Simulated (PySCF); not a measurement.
C4H10N (SMILES [CH2]CNCC), doublet, geometry from GFN2-xTB, atoms displaced at random by about 0.03 Å a coordinate; HF/6-31G, gradient (PySCF).

Here is a job for PySCF.
```python
from pyscf import gto, scf

mol = gto.Mole()
mol.atom = '''
    C    -2.135806    0.256994    0.474462
    C    -1.291462   -0.831489    0.005547
    N    -0.050253   -0.279239   -0.569578
    C     0.980112    0.163908    0.386241
    C     2.232436    0.516709   -0.330688
    H    -1.902038    0.824125    1.397890
    H    -2.872317    0.767853   -0.194351
    H    -1.785824   -1.355479   -0.741611
    H    -1.069850   -1.511800    0.879327
    H    -0.216094    0.387498   -1.258991
    H     1.101194   -0.710415    1.073575
    H     0.604123    1.053704    0.960274
    H     2.968897    0.799620    0.381773
    H     2.094089    1.341863   -1.039454
    H     2.562766   -0.388216   -0.935902
'''
mol.basis = '6-31g'
mol.charge = 0
mol.spin = 1
mol.verbose = 4
mol.build()

mf = scf.UHF(mol)
mf.conv_tol = 1e-4
mf.kernel()
g = mf.nuc_grad_method()
grad = g.kernel()
```

Output, abridged:

```
PySCF version 2.14.0

[INPUT] verbose = 4
[INPUT] num. atoms = 15
[INPUT] num. electrons = 41
[INPUT] charge = 0
[INPUT] spin (= nelec alpha-beta = 2S) = 1
[INPUT] symmetry False subgroup None
[INPUT] Mole.unit = angstrom
[INPUT] Symbol           X                Y                Z      unit          X                Y                Z       unit  Magmom
[INPUT]  1 C     -2.135806000000   0.256994000000   0.474462000000 AA   -4.036088395203   0.485648275656   0.896603236513 Bohr   0.0
[INPUT]  2 C     -1.291462000000  -0.831489000000   0.005547000000 AA   -2.440509480283  -1.571286485588   0.010482310813 Bohr   0.0
[INPUT]  3 N     -0.050253000000  -0.279239000000  -0.569578000000 AA   -0.094964406938  -0.527685233297  -1.076346426578 Bohr   0.0
[INPUT]  4 C      0.980112000000   0.163908000000   0.386241000000 AA    1.852143251400   0.309741229625   0.729889708078 Bohr   0.0
[INPUT]  5 C      2.232436000000   0.516709000000  -0.330688000000 AA    4.218692630620   0.976438496098  -0.624909752680 Bohr   0.0
[INPUT]  6 H     -1.902038000000   0.824125000000   1.397890000000 AA   -3.594330898515   1.557370542407   2.641629252268 Bohr   0.0
[INPUT]  7 H     -2.872317000000   0.767853000000  -0.194351000000 AA   -5.427892472932   1.451031873926  -0.367270162035 Bohr   0.0
[INPUT]  8 H     -1.785824000000  -1.355479000000  -0.741611000000 AA   -3.374718266675  -2.561484077599  -1.401441680965 Bohr   0.0
[INPUT]  9 H     -1.069850000000  -1.511800000000   0.879327000000 AA   -2.021723494366  -2.856887955117   1.661687203935 Bohr   0.0
[INPUT] 10 H     -0.216094000000   0.387498000000  -1.258991000000 AA   -0.408358477162   0.732265093817  -2.379148183292 Bohr   0.0
[INPUT] 11 H      1.101194000000  -0.710415000000   1.073575000000 AA    2.080955070014  -1.342489784783   2.028762724180 Bohr   0.0
[INPUT] 12 H      0.604123000000   1.053704000000   0.960274000000 AA    1.141627015551   1.991211976359   1.814654864541 Bohr   0.0
[INPUT] 13 H      2.968897000000   0.799620000000   0.381773000000 AA    5.610402222043   1.511062803725   0.721446411754 Bohr   0.0
[INPUT] 14 H      2.094089000000   1.341863000000  -1.039454000000 AA    3.957254690464   2.535753566687  -1.964283379084 Bohr   0.0
[INPUT] 15 H      2.562766000000  -0.388216000000  -0.935902000000 AA    4.842925861347  -0.733621917174  -1.768598459433 Bohr   0.0

nuclear repulsion = 182.807341873552
number of shells = 45
number of NR pGTOs = 150
number of NR cGTOs = 65
basis = 6-31g
ecp = {}

******** <class 'pyscf.scf.uhf.UHF'> ********
method = UHF
initial guess = minao
damping factor = 0
level_shift factor = 0
DIIS = <class 'pyscf.scf.diis.CDIIS'>
diis_start_cycle = 1
diis_space = 8
diis_damp = 0
SCF conv_tol = 0.0001
SCF conv_tol_grad = None
SCF max_cycles = 50
direct_scf = True
direct_scf_tol = 1e-13
number electrons alpha = 21  beta = 20
Set gradient conv threshold to 0.01
init E= -212.343824072337

cycle= 1 E= -211.512028716214  delta_E= 0.832  |g|= 0.249  |ddm|= 2.29
cycle= 2 E= -211.565256178812  delta_E= -0.0532  |g|= 0.0817  |ddm|= 0.394
cycle= 3 E= -211.571970497099  delta_E= -0.00671  |g|= 0.0339  |ddm|= 0.143
cycle= 4 E= -211.573541262611  delta_E= -0.00157  |g|= 0.0145  |ddm|= 0.0674
cycle= 5 E= -211.574080145407  delta_E= -0.000539  |g|= 0.00615  |ddm|= 0.0529
cycle= 6 E= -211.574159914843  delta_E= -7.98e-05  |g|= 0.00288  |ddm|= 0.0211
Extra cycle  E= -211.574169066872  delta_E= -9.15e-06  |g|= 0.0018  |ddm|= 0.00513
converged SCF energy = -211.574169066872  <S^2> = 0.76448697  2S+1 = 2.0144349

******** <class 'pyscf.grad.uhf.Gradients'> for <class 'pyscf.scf.uhf.UHF'> ********
unit = Eh/Bohr
--------------- UHF gradients ---------------
         x                y                z
0 C     0.0425419933    -0.0520639736    -0.0189691122
1 C    -0.0294680119    -0.0026260078    -0.0310497267
2 N    -0.0175200060     0.0276446740    -0.0268515278
3 C     0.0419435127     0.0080281109    -0.0156184572
4 C    -0.0129208208     0.0252503550     0.0346403222
5 H     0.0034562657     0.0136250258     0.0174469187
6 H    -0.0179082381     0.0149089058    -0.0141289433
7 H     0.0131509964     0.0249335147     0.0227470939
8 H    -0.0021004066    -0.0123217735     0.0283177000
9 H     0.0074981182    -0.0161964853     0.0218590648
10 H    -0.0049105277    -0.0239638048     0.0087034471
11 H    -0.0109077317     0.0186288667     0.0025336308
12 H    -0.0167024410    -0.0029494426    -0.0046094422
13 H     0.0003297224     0.0050740652    -0.0063564919
14 H     0.0035175752    -0.0279720305    -0.0186644763
----------------------------------------------
```
